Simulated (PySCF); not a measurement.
Computed with PySCF with PBE-D3(BJ)/def2-TZVP // PBE0-D3(BJ)/def2-TZVP. Isolated molecules, 0 K electronic values unless said otherwise. Excitations are Tamm–Dancoff values on a coarser integration grid. The basis has no diffuse functions, so Rydberg states are missing or too high.

Reference species (SMILES): `[Br][Al]([Br])[Br]` (neutral, multiplicity 1).

```yaml
T1 excitation (TDA): 4.87 eV
HOMO: -7.36 eV
S1 oscillator strength: 0.000
S1–T1 gap (TDA): 0.24 eV
```

Changed species: `[Br][Al]([Br])[I]` (1 of 3 Br replaced by I; the reference has 0 of 3 Br replaced by I).

Task: Give the shifts of the T1 excitation (TDA), HOMO, S1 oscillator strength and S1–T1 gap (TDA).

Result: the T1 excitation (TDA) decreases by 0.53 eV, to 4.34 eV; the HOMO goes up by 0.42 eV, to -6.94 eV; the S1 oscillator strength hardly moves; the S1–T1 gap (TDA) increases by 0.03 eV, to 0.27 eV.
